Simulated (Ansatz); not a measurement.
Worked example: the barrier

An elementary step of Si₂H₅F₃, closed shell (Si₂H₄F₂ ([F][SiH]([F])[SiH3]) + HF → SiHF₃ ([F][SiH]([F])[F]) + SiH₄; bonds formed: Si1–F7, Si2–H6; bonds broken: Si1–Si2, H6–F7). “Start” is the structure reached by relaxing down from the saddle towards the reactants; PBE0-D4/def2-TZVP structures. The saddle:

```
10
angstrom
Si -0.2175 -1.1424 0.1929
Si -0.0569 1.3899 -0.1410
F -0.4963 -2.1176 -1.0215
F 0.2404 -1.8386 1.5381
H -1.5950 -0.6976 0.5424
H 1.1460 -0.0418 -0.3236
F 1.6161 -1.0704 -0.3430
H -0.5083 1.7457 1.2263
H 1.0495 2.2957 -0.5628
H -1.1782 1.4769 -1.1079
```

Program: Ansatz 0.2.0. Basis: def2-TZVPP and def2-QZVPP. Cores are frozen in the correlated methods.

Energies in eV:

| quantity | saddle | start |
| --- | --- | --- |
| Hartree–Fock, triple zeta (X = 3) | -23926.89102 | -23929.13505 |
| Hartree–Fock, quadruple zeta (X = 4) | -23927.79364 | -23930.03270 |
| MP2 correlation, X = 3 | -28.45322 | -27.68186 |
| MP2 correlation, X = 4 | -31.02174 | -30.25038 |
| CCSD(T) correlation, X = 3 | -30.21127 | -29.50096 |

(1) Work out the barrier at the basis limit: extrapolate Hartree–Fock as E(X) = E∞ + A exp(−7.88 √X) and the MP2 correlation as E(X) = E∞ + B X^−2.97 (the exponents that Neese and Valeev fitted for def2-TZVPP and QZVPP), then add CCSD(T) − MP2 in triple zeta.

No T1 diagnostic of these runs exceeds 0.014.

Answers

(1) Each step is linear, so take the differences first (saddle − start): Hartree–Fock 2.24403 (X = 3) and 2.23906 (X = 4); MP2 correlation -0.77136 and -0.77136; CCSD(T) correlation -0.71031.
Two points give E∞ = E(4) + w [E(4) − E(3)], with w = 1/(exp(7.88 (2 − √3)) − 1) = 0.1377 for Hartree–Fock and w = 1/((4/3)^2.97 − 1) = 0.7407 for the correlation.
Hartree–Fock: 2.23906 + 0.1377 × (-0.00497) = 2.2384 eV.
MP2 correlation: -0.77136 + 0.7407 × 0.00000 = -0.7714 eV.
CCSD(T) − MP2: -0.71031 − (-0.77136) = 0.0611 eV.
Sum: 2.2384 + (-0.7714) + 0.0611 = 1.5281 eV, or 35.24 kcal/mol. Plain CCSD(T) in triple zeta gives 1.5337 eV, so the larger basis shifts the result by -0.0056 eV.

Labels in which every atom is bracketed show which atoms are joined, not bond orders.

For scale, one of the runs: CCSD(T)/def2-TZVPP, 247 basis functions, launched by `ansatz run in.yaml --threads 8 --pin off --events-out ev --progress --plain --max-ram 19148MiB`. The run took 72 s on 8 CPU threads of an Arm Neoverse V2 (shared host), with 5.2 GiB of host memory at its peak.
